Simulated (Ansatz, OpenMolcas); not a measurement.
RbI: a line through the functionals

RbI: 2 atoms, total charge 0, spin state singlet. As SMILES, `[Rb][I]`. The bond length is the measured one.

The HOMO–LUMO gap y, in eV, basis def2-TZVPP with a core potential; a is the functional's share of exact exchange. Programs: Ansatz 0.2.0, OpenMolcas 26.06.

| functional | program | a | y (eV) |
| --- | --- | --- | --- |
| TPSS | OpenMolcas | 0 | 2.56 |
| BLYP | Ansatz | 0 | 2.19 |
| B3LYP | Ansatz | 0.2 | 3.41 |
| PBE0 | Ansatz | 0.25 | 3.90 |
| r2SCAN0 | Ansatz | 0.25 | ? |
| BHLYP | Ansatz | 0.5 | 5.03 |

Fit y = c + s·a to the known rows and predict r2SCAN0.


1. Means of the 5 rows: a = 0.1900, y = 3.418.
2. Σ(Δa)² = 0.172, Σ(Δa·Δy) = 0.9249, so the slope is 0.9249/0.172 = 5.3773.
3. Intercept: 3.418 − (5.3773) × 0.1900 = 2.396. The largest residual of the fit is 0.21.
4. r2SCAN0: 2.396 + (5.3773) × 0.25 = 3.74 eV.

The run gave 4.46 eV, so the prediction is off by -0.72 eV, more than the scatter of the fit. Exact exchange lowers occupied levels and raises empty ones. The rows mix families of semi-local functionals, which the line can't see.
